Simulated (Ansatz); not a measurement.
The O3–H4 bond of FHOSi (SMILES O[Si]F) is stretched (multiplicity 1, the rest rigid).
Geometry at rest (charge 0, multiplicity 1):
```tsv
atom	x (Å)	y (Å)	z (Å)
Si	0.0094	0.0060	0.6102
F	-0.7351	1.0256	-0.4174
O	0.7308	-1.0461	-0.4256
H	0.6386	-0.9461	-1.3817
```

Cores are frozen in the correlated methods.

Programs: Ansatz (an electronic-structure program) with Gaussian orbitals. 

Energies above the point at 0.966 Å (the B3LYP-D3(BJ) bond length), FIC-MRCISD+Q on CASSCF(4,3)/cc-pV(T+d)Z (kcal/mol): 6.19 at 0.869 Å; 5.07 at 1.062 Å; 122.74 at 3.090 Å.

### Question
Take the last value as the depth D of a Morse curve D(1 − e^(−a(R − R₀)))², fit a and R₀ to the two near points, and test it at 1.304 and 1.690 Å.

### Answer

With D = 122.7, both near points (counted from the curve's value at 0.966 Å) are met by a = 2.23 Å⁻¹ and R₀ = 0.960 Å, so k = 2Da² = 1219 kcal/(mol Å²). The curve then gives 35.1 and 79.2 kcal/mol; the level itself gives 35.5 and 83.1, so Morse is off by -0.4 and -3.9.

Doubts at one or more of the structures used: active orbitals that take no part (FIC-MRCISD+Q on CASSCF(4,3)/cc-pV(T+d)Z).
